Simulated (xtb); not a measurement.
BrCl, singlet, at the geometry of the source list; GFN1-xTB (xtb).

Input for xtb:
```
$ xtb mol.xyz --gfn 1 --chrg 0 --uhf 0 --json

# file mol.xyz
2

Cl     1.06790000     0.00000000     0.00000000
Br    -1.06790000     0.00000000     0.00000000
```

The log (banner, timings and long lists left out):

```
   ID    Z sym.   atoms
    1   17 Cl     1
    2   35 Br     2

           -------------------------------------------------
          |                Calculation Setup                |
           -------------------------------------------------

           -------------------------------------------------
          |                 G F N 1 - x T B                 |
           -------------------------------------------------

          ...................................................
          :                      SETUP                      :
          :.................................................:
          :  # basis functions                  20          :
          :  # atomic orbitals                  18          :
          :  # shells                            6          :
          :  # electrons                        14          :
          :  # halogen bonds                     0          :
          :  max. iterations                   250          :
          :  Hamiltonian                  GFN1-xTB          :
          :  restarted?                      false          :
          :  GBSA solvation                  false          :
          :  PC potential                    false          :
          :  electronic temp.          300.0000000     K    :
          :  accuracy                    1.0000000          :
          :  -> integral cutoff          0.2500000E+02      :
          :  -> integral neglect         0.1000000E-07      :
          :  -> SCF convergence          0.1000000E-05 Eh   :
          :  -> wf. convergence          0.2000000E-04 e    :
          :  Broyden damping             0.4000000          :
          :  net charge                          0          :
          :  unpaired electrons                  0          :
          ...................................................

 iter      E             dE          RMSdq      gap      omega  full diag
   1     -8.1130322 -0.811303E+01  0.176E+00    3.07       0.0  T
   2     -8.1200119 -0.697968E-02  0.132E+00    3.10       1.0  T
   3     -8.1221142 -0.210227E-02  0.537E-01    3.12       1.0  T
   4     -8.1221428 -0.286737E-04  0.187E-02    3.12       3.8  T
   5     -8.1221429 -0.398515E-07  0.215E-03    3.12      32.8  T
   6     -8.1221429 -0.241871E-08  0.236E-05    3.12    2997.3  T
   7     -8.1221429 -0.119016E-12  0.436E-07    3.12  100000.0  T

   *** convergence criteria satisfied after 7 iterations ***

[...]
         :: total energy              -8.117673713542 Eh    ::
[...]
         3        2.0000           -0.5354779             -14.5711
         4        2.0000           -0.5006587             -13.6236
         5        2.0000           -0.5006587             -13.6236
         6        2.0000           -0.4342066             -11.8154
         7        2.0000           -0.4342066             -11.8154 (HOMO)
         8                         -0.3196518              -8.6982 (LUMO)
         9                         -0.1163243              -3.1653
        10                         -0.1163243              -3.1653
        11                         -0.0956073              -2.6016
        12                         -0.0956073              -2.6016
        13                         -0.0452991              -1.2327
        14                         -0.0452991              -1.2327
        15                         -0.0414638              -1.1283
        16                          0.0062082               0.1689
        17                          0.0062082               0.1689
        18                          0.2489130               6.7733
      -------------------------------------------------------------
                  HL-Gap            0.1145548 Eh            3.1172 eV
             Fermi-level           -0.3769292 Eh          -10.2568 eV

  Mulliken/CM5 charges         n(s)   n(p)   n(d)
     1Cl    0.01552  0.00126   1.967  4.998  0.019
     2Br   -0.01552 -0.00126   1.968  4.929  0.119

Wiberg/Mayer (AO) data.
largest (>0.10) Wiberg bond orders for each atom

 ---------------------------------------------------------------------------
     #   Z sym  total        # sym  WBO       # sym  WBO       # sym  WBO
 ---------------------------------------------------------------------------
     1  17 Cl   1.258 --     2 Br   1.258
     2  35 Br   1.258 --     1 Cl   1.258
 ---------------------------------------------------------------------------

Topologies differ in total number of bonds
Writing topology from bond orders to xtbtopo.mol

 dipole moment from electron density (au)
     X       Y       Z
   0.1335  -0.0000   0.0000  total (Debye):    0.339

           -------------------------------------------------
          | TOTAL ENERGY               -8.117673713542 Eh   |
          | GRADIENT NORM               0.000549947335 Eh/α |
          | HOMO-LUMO GAP               3.117195437201 eV   |
           -------------------------------------------------

normal termination of xtb
```
